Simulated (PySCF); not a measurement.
Compound: C2H8ClSi2 (doublet state).
Cartesian coordinates in Å at the GFN2-xTB level; atoms count from 1:
```
atom  x, y, z in Å
Si1    1.555    1.030    0.379
C2     0.930   -0.524   -0.519
C3    -0.462   -0.929   -0.076
Si4   -1.717    0.517   -0.093
Cl5   -0.390   -1.541    1.616
H6     1.640    0.899    1.827
H7     2.816    1.496   -0.197
H8     0.894   -0.340   -1.595
H9     1.628   -1.354   -0.367
H10   -0.813   -1.785   -0.657
H11   -1.529    1.346    1.092
H12   -1.503    1.272   -1.328
H13   -3.055   -0.087   -0.098
```

The hyperfine couplings belong to this conformer and change with its torsions.

Identity: `[SiH2]C[C@H]([SiH3])Cl` [radical].

The calculation used PySCF, UKS B3LYP, pcH-1 on C Cl H Si, non-relativistic, mean-field spin-orbit, GIAO. One conformer (not necessarily the lowest) at the GFN2-xTB geometry, without solvent, vibrations or thermal averaging. The geometry wasn't refined by DFT: couplings that depend on bond lengths, twists or pyramidal angles can differ widely from those at the functional's own minimum, by a factor of two or more for some ions and for spin on atoms past the first row. No stability test was run, so a lower SCF solution isn't excluded.

Question: Match the computed a_iso(29Si) values -422.0, -4.8 MHz with the sites Si1; Si4.

Answer: 
```tsv
site	a_iso (MHz)	ρ(0) (bohr⁻³)	position	distance from Si1 (Å)	spin population	largest |T| (MHz)
Si1	-422.0	+0.4760	largest spin population	0.00	+0.95	176.1
Si4	-4.8	+0.0055	3 bonds from Si1	3.35	+0.03	2.1
```

Question: Match the computed a_iso(13C) values +15.3, +5.3 MHz with the sites C2; C3.

Answer: 
```json
{"site": "C2", "a_iso (MHz)": "+15.3", "ρ(0) (bohr⁻³)": "+0.0136", "position": "1 bond from Si1", "distance from Si1 (Å)": "1.90", "spin population": "0.00", "largest |T| (MHz)": "7.8"}
{"site": "C3", "a_iso (MHz)": "+5.3", "ρ(0) (bohr⁻³)": "+0.0047", "position": "2 bonds from Si1", "distance from Si1 (Å)": "2.85", "spin population": "0.00", "largest |T| (MHz)": "1.4"}
```

Question: The isotropic 1H couplings, averaged over equivalent nuclei, are +59.9, +29.9, +14.2, +2.4, -2.1 MHz. Assign them to H6/H7; H8; H9; H10; H11/H12/H13.

Answer: 
| site | a_iso (MHz) | ρ(0) (bohr⁻³) | position | distance from Si1 (Å) | bound to | spin population there | largest \|T\| (MHz) |
| --- | --- | --- | --- | --- | --- | --- | --- |
| H6/H7 | +29.9 | +0.0067 | 1 bond from Si1 | 1.46 | Si1 | +0.95 | 10.0 |
| H8 | +2.4 | +0.0005 | 2 bonds from Si1 | 2.49 | C2 | 0.00 | 6.5 |
| H9 | +59.9 | +0.0134 | 2 bonds from Si1 | 2.50 | C2 | 0.00 | 4.4 |
| H10 | -2.1 | -0.0005 | 3 bonds from Si1 | 3.82 | C3 | 0.00 | 2.4 |
| H11/H12/H13 | +14.2 | +0.0032 | 4 bonds from Si1 | 3.82 | Si4 | +0.03 | 4.0 |

ρ(0) is the spin density at the nucleus and T the dipolar tensor; a_iso includes a spin–orbit part; entries for several nuclei are means. The largest Mulliken spin population is on Si1 (+0.95). The angles at Si1 add up to 337.2°, so it is pyramidal.

Means are taken over nuclei equivalent by connectivity, which assumes that they swap fast. The three 1H nuclei of mean +14.2 MHz run from 6.1 to 20.9 MHz in the frozen geometry. The 1H value of +29.9 MHz is a mean of couplings from 23.2 to 36.6 MHz in this one geometry, not an average over conformers.
